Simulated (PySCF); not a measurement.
C$_{4}$H$_{12}$NbO$_{4}$, charge +1, singlet, geometry from GFN2-xTB (such geometries of metal compounds can be far from the true shape) (the multiplicity is a formal guess) (core potentials on Nb); DF-HF/def2-SV(P) (PySCF).

Input for PySCF:
```python
from pyscf import gto, scf

mol = gto.M(
    atom='''
Nb   -0.000053    0.000114    0.000324
O    -1.472194    0.321210    0.923169
C    -2.630989    0.576866    1.653073
H    -2.528868    1.533975    2.180847
H    -3.490654    0.625853    0.972217
H    -2.789774   -0.226934    2.383607
O    -0.429292   -0.639343   -1.589916
C    -0.771037   -1.145480   -2.842116
H    -0.774173   -0.331736   -3.578884
H    -0.039530   -1.906810   -3.142627
H    -1.769815   -1.598487   -2.794974
O     0.989938   -1.182792    0.862421
C     1.771315   -2.115445    1.541274
H     2.423262   -2.636798    0.828427
H     2.387630   -1.602411    2.290904
H     1.121194   -2.844969    2.041374
O     0.911179    1.501294   -0.195148
C     1.631156    2.683359   -0.353991
H     0.968705    3.542432   -0.186111
H     2.455485    2.711580    0.370352
H     2.038972    2.730885   -1.372068
''',
    basis='def2-sv(p)',
    ecp={'Nb': 'def2-sv(p)'},
    charge=1,
    spin=0,
    verbose=4,
)

mf = scf.RHF(mol)
mf.init_guess = 'mod_huckel'
mf = mf.density_fit(auxbasis='def2-universal-jkfit')
mf.kernel()
```

It wrote (shortened):

```
PySCF version 2.14.0

[INPUT] verbose = 4
[INPUT] num. atoms = 21
[INPUT] num. electrons = 80
[INPUT] charge = 1
[INPUT] spin (= nelec alpha-beta = 2S) = 0
[INPUT] symmetry False subgroup None
[INPUT] Mole.unit = angstrom
[INPUT] Symbol           X                Y                Z      unit          X                Y                Z       unit  Magmom
[...]
nuclear repulsion = 561.418133341674
number of shells = 82
number of NR pGTOs = 290
number of NR cGTOs = 160
basis = def2-sv(p)
ecp = {'Nb': 'def2-sv(p)'}

******** <class 'pyscf.df.df_jk.DFRHF'> ********
method = DFRHF
initial guess = mod_huckel
damping factor = 0
level_shift factor = 0
DIIS = <class 'pyscf.scf.diis.CDIIS'>
diis_start_cycle = 1
diis_space = 8
diis_damp = 0
SCF conv_tol = 1e-09
SCF conv_tol_grad = None
SCF max_cycles = 50
direct_scf = False
Set gradient conv threshold to 3.16228e-05
Initial guess from on-the-fly Huckel, doi:10.1021/acs.jctc.8b01089,
employing the updated GWH rule from doi:10.1021/ja00480a005.
Spherically averaged atomic HF for {'C', 'Nb', 'O', 'H'}

******** <class 'pyscf.scf.atom_hf.AtomSphAverageRHF'> ********
method = AtomSphAverageRHF
initial guess = minao
damping factor = 0
level_shift factor = 0
DIIS = <class 'pyscf.scf.diis.CDIIS'>
diis_start_cycle = 1
diis_space = 8
diis_damp = 0
SCF conv_tol = 1e-09
SCF conv_tol_grad = None
SCF max_cycles = 50
direct_scf = True
direct_scf_tol = 1e-13
atom = Nb
Set gradient conv threshold to 3.16228e-05
Initial guess from minao.
init E= -48.7022747609776
cycle= 1 E= -55.6748924932943  delta_E= -6.97  |g|=    0  |ddm|= 2.35
cycle= 2 E= -55.7304949480891  delta_E= -0.0556  |g|=    0  |ddm|= 1.53
cycle= 3 E= -55.767226856949  delta_E= -0.0367  |g|=    0  |ddm|= 0.615
cycle= 4 E= -55.7690909415282  delta_E= -0.00186  |g|=    0  |ddm|= 0.155
cycle= 5 E= -55.7690999206664  delta_E= -8.98e-06  |g|=    0  |ddm|= 0.0304
cycle= 6 E= -55.7691003993553  delta_E= -4.79e-07  |g|=    0  |ddm|= 0.00872
cycle= 7 E= -55.7691004029178  delta_E= -3.56e-09  |g|=    0  |ddm|= 0.000244
cycle= 8 E= -55.7691004029184  delta_E= -6.39e-13  |g|=    0  |ddm|= 3.43e-06
Extra cycle  E= -55.7691004029184  delta_E= -1.42e-14  |g|=    0  |ddm|= 7.88e-07
Atomic HF for atom  Nb  converged. SCF energy = -55.7691004029184

******** <class 'pyscf.scf.atom_hf.AtomSphAverageRHF'> ********
method = AtomSphAverageRHF
initial guess = minao
damping factor = 0
level_shift factor = 0
DIIS = <class 'pyscf.scf.diis.CDIIS'>
diis_start_cycle = 1
diis_space = 8
diis_damp = 0
[...]
cycle= 4 E= -74.1952623833981  delta_E= -5.74e-07  |g|=    0  |ddm|= 0.00215
cycle= 5 E= -74.1952623834021  delta_E= -3.99e-12  |g|=    0  |ddm|= 2.69e-06
Extra cycle  E= -74.1952623834021  delta_E=    0  |g|=    0  |ddm|= 5.97e-08
Atomic HF for atom  O  converged. SCF energy = -74.1952623834021

******** <class 'pyscf.scf.atom_hf.AtomSphAverageRHF'> ********
method = AtomSphAverageRHF
initial guess = minao
damping factor = 0
level_shift factor = 0
DIIS = <class 'pyscf.scf.diis.CDIIS'>
diis_start_cycle = 1
diis_space = 8
diis_damp = 0
SCF conv_tol = 1e-09
SCF conv_tol_grad = None
SCF max_cycles = 50
direct_scf = True
direct_scf_tol = 1e-13
atom = C
Set gradient conv threshold to 3.16228e-05
Initial guess from minao.
init E= -37.2333149440104
cycle= 1 E= -37.2800860473189  delta_E= -0.0468  |g|=    0  |ddm|= 0.442
cycle= 2 E= -37.2840519877499  delta_E= -0.00397  |g|=    0  |ddm|= 0.177
cycle= 3 E= -37.2844600537634  delta_E= -0.000408  |g|=    0  |ddm|= 0.0341
cycle= 4 E= -37.2844632102069  delta_E= -3.16e-06  |g|=    0  |ddm|= 0.00702
cycle= 5 E= -37.2844632104837  delta_E= -2.77e-10  |g|=    0  |ddm|= 4.49e-05
Extra cycle  E= -37.284463210485  delta_E= -1.39e-12  |g|=    0  |ddm|= 4.1e-06
Atomic HF for atom  C  converged. SCF energy = -37.284463210485

******** 1 electron system ********
Atomic HF for atom  H  converged. SCF energy = -0.499278405714347

[...]
******** <class 'pyscf.df.df.DF'> ********
auxbasis = def2-universal-jkfit
init E= -510.610280840386
[...]
cycle= 1 E= -513.413353792185  delta_E= -2.8  |g|= 1.25  |ddm|= 4.03
[...]
cycle= 2 E= -513.707569209792  delta_E= -0.294  |g|= 0.568  |ddm|=  1.6
[...]
cycle= 3 E= -513.775599683551  delta_E= -0.068  |g|= 0.123  |ddm|= 0.431
[...]
cycle= 4 E= -513.779778912216  delta_E= -0.00418  |g|= 0.0459  |ddm|= 0.122
[...]
cycle= 5 E= -513.780810499078  delta_E= -0.00103  |g|= 0.0183  |ddm|= 0.0785
[...]
cycle= 6 E= -513.780921797583  delta_E= -0.000111  |g|= 0.00336  |ddm|= 0.0253
[...]
cycle= 7 E= -513.780928846549  delta_E= -7.05e-06  |g|= 0.000516  |ddm|= 0.00772
[...]
cycle= 8 E= -513.780929026073  delta_E= -1.8e-07  |g|= 0.000107  |ddm|= 0.00125
[...]
cycle= 9 E= -513.780929032529  delta_E= -6.46e-09  |g|= 1.62e-05  |ddm|= 0.00021
[...]
cycle= 10 E= -513.780929032697  delta_E= -1.69e-10  |g|= 4.14e-06  |ddm|= 3.68e-05
[...]
Extra cycle  E= -513.780929032703  delta_E= -5.46e-12  |g|= 3e-06  |ddm|= 5.9e-06
converged SCF energy = -513.780929032703
```
